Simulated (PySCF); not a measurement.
# Correlation energy of Be (beryllium, neutral)

[He] 2s2, closed-shell 1S. All numbers are calculated (PySCF 2.14, the non-relativistic Hamiltonian (point nucleus), in 6-31G* (3s2p1d, 14 functions)). Frozen: 1s2; 2 electrons correlated.

Total MP2 correlation energy: -26.00 mhartree.

Same-spin part 0.00 and opposite-spin part -26.00 mhartree; SCS-MP2 scales them by 1/3 and 6/5 to -31.20 mhartree.

With two correlated electrons CCSD is exact within the correlated space (frozen core and kept virtual orbitals).

| level | correlation energy (mhartree) |
| --- | --- |
| CCSD | -46.29 |

Diagnostics: T1 = 0.012, D1 = 0.0173, largest double amplitude 0.170.

A double-excitation amplitude exceeds 0.15, a sign of near-degeneracy.

Cost of the coupled-cluster step: 0.09 s of wall time on 1 thread of Neoverse-N1 (shared host), for 2 correlated electrons.
